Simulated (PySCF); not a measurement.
# Worked example for `[PH3]->[Ni]<-[PH3]` (H6NiP2): ionisation energy to the radical cation

Level of theory: PBE0-D3(BJ)/ma-def2-SVP single points in PySCF, grid level 2; every species was optimised with BP86-D3(BJ)/def2-SVP. Zero-point energies come from unscaled GFN2-xTB harmonic frequencies. These were taken at the GFN2-xTB minima.

| state | structure | E / Eh |
| --- | --- | --- |
| parent | parent | -2193.680091 |
| radical cation | parent | -2193.476494 |
| radical cation | radical cation | -2193.501567 |
| parent | radical cation | -2193.663807 |

Zero-point energy of the radical cation less that of the parent: -0.007 eV. 1 Eh = 27.2114 eV.

Problem. Work out the vertical and adiabatic ionisation energy.

Solution. Vertical: (-2193.476494) − (-2193.680091) = 0.203597 Eh = 5.54 eV. Adiabatic: 0.178524 Eh = 4.858 eV, and 4.85 eV with zero-point energy.

Problem. And the inner reorganisation energy of self-exchange?

Solution. The radical cation relaxes by 682.3 meV and the parent by 443.1 meV, so λ = 1125 meV.

Known limits: ma-def2-SVP is a small basis, whose errors can reach tens of kJ/mol; spin-orbit coupling is left out of the energies, which matters for open shells on the heavier atoms.
